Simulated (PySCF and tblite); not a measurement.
Results of a calculation; reference values are marked as such.
Stationary points of C$_{4}$H$_{7}$NSe at GFN2-xTB, in Å:

Structure A

```
 1 C     2.616   -0.175   -0.174
 2 C     1.445    0.245    0.295
 3 C     0.155   -0.184   -0.212
 4 Se   -0.029   -1.361   -1.569
 5 N    -0.916    0.345    0.387
 6 C    -2.270    0.035    0.016
 7 H     2.663   -0.882   -0.986
 8 H     3.549    0.171    0.234
 9 H     1.409    0.958    1.113
10 H    -0.772    1.003    1.140
11 H    -2.447    0.308   -1.027
12 H    -2.449   -1.039    0.109
13 H    -2.958    0.577    0.658
```

Structure B

```
 1 C     2.422    0.206   -0.300
 2 C     1.478   -0.160    0.548
 3 C     0.126   -0.578    0.137
 4 Se   -0.156   -2.288   -0.331
 5 N    -0.811    0.368    0.172
 6 C    -2.198    0.200   -0.171
 7 H     2.241    0.240   -1.362
 8 H     3.411    0.471    0.031
 9 H     1.669   -0.214    1.613
10 H    -0.525    1.301    0.442
11 H    -2.454    0.816   -1.035
12 H    -2.373   -0.847   -0.414
13 H    -2.831    0.485    0.670
```

Structure C

```
 1 C     2.207    0.546   -0.104
 2 C     1.533   -0.475    0.419
 3 C     0.109   -0.726    0.280
 4 Se   -0.482   -2.413    0.541
 5 N    -0.683    0.295   -0.049
 6 C    -2.101    0.235   -0.272
 7 H     1.748    1.319   -0.701
 8 H     3.272    0.629    0.023
 9 H     2.064   -1.246    0.959
10 H    -0.253    1.204   -0.148
11 H    -2.334    0.481   -1.310
12 H    -2.450   -0.774   -0.060
13 H    -2.616    0.939    0.385
```

Geometries: GFN2-xTB; energies: PBE0/pcSseg-1 + D3(BJ); zero-point and thermal terms from GFN2-xTB harmonic modes (soft modes blended into free rotors).

Task: Which structure is a saddle point, and along which motion?

Result: B: one imaginary mode (113i cm⁻¹ at GFN2-xTB, mostly on C1, H7, H9), along the rotation about the C2–C3 bond (torsion C1–C2–C3–Se4 from 0° to 158°, rising).

Task: Give their symmetry and energies above the lowest.

Result: A Cs, 0.0 kcal/mol; B C1, 4.6 kcal/mol; C C1, 1.3 kcal/mol.

Spin–orbit effects of heavy atoms on shieldings are missing.
